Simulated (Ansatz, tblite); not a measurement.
Removing and adding an electron: K₄Na₄ (the lowest singlet isomer of a short search). Charge 0, multiplicity 1. Geometry: B3LYP/def2-SVP. Ansatz, gas phase; energy differences of separate SCF runs; the oxidised species was run as a doublet alone; the reduced species was run as a doublet alone.

```xyz
8

Na   -1.914    2.210    1.730
Na    1.390    3.096    0.202
Na    0.963    0.150    2.150
Na   -0.580   -2.120   -2.446
K     2.742   -0.029   -1.535
K     1.459   -3.455    1.106
K    -1.460    1.614   -2.181
K    -2.601   -1.466    0.975
```

The xTB rows come from tblite. B3LYP takes the VWN-RPA correlation. HOMO above LUMO, or a gap near zero within one spin, warns that the state may not be the lowest or that an electron is smeared out. The structure comes from a short search, and lower isomers may exist.

(1) Estimate orbital energies and vertical ionisation energies and electron affinities at: GFN1-xTB; GFN2-xTB; PBE/def2-TZVP; PBE/def2-TZVPD; B3LYP/def2-TZVP; B3LYP/def2-TZVPD; PBE0/def2-TZVP; PBE0/def2-TZVPD.

Results:

(1) 
```tsv
level	−HOMO (eV)	vertical IE (eV)	−LUMO (eV)	vertical EA (eV)	HOMO–LUMO gap (eV)	IE − EA (eV)	remarks
GFN1-xTB	11.08	11.88	9.07	8.56	2.01	3.32	–
GFN2-xTB	4.82	6.52	3.26	1.93	1.56	4.60	–
PBE/def2-TZVP	2.63	3.88	1.74	–	0.89	–	gap within one spin near zero (+1 doublet), restricted SCF unstable in HF (singlet)
PBE/def2-TZVPD	2.63	–	1.74	0.70	0.89	–	HOMO above zero (-1 doublet), gap within one spin near zero (-1 doublet), restricted SCF unstable in HF (singlet)
B3LYP/def2-TZVP	2.87	3.84	1.40	–	1.47	–	restricted SCF unstable in HF (singlet)
B3LYP/def2-TZVPD	2.87	–	1.41	0.60	1.46	–	HOMO above zero (-1 doublet), restricted SCF unstable in HF (singlet)
PBE0/def2-TZVP	2.96	3.78	1.35	–	1.61	–	restricted SCF unstable in HF (singlet), spin-contaminated (⟨S²⟩ 0.84) (+1 doublet)
PBE0/def2-TZVPD	2.96	–	1.35	0.68	1.61	–	HOMO above zero (-1 doublet), restricted SCF unstable in HF (singlet)
```

   A HOMO above zero means that the electron is unbound at that level or that self-interaction error raises the level; the energy of removing that electron tells which. Raw xTB energy differences between charge states are shifted by several eV; the methods need an empirical correction for them.
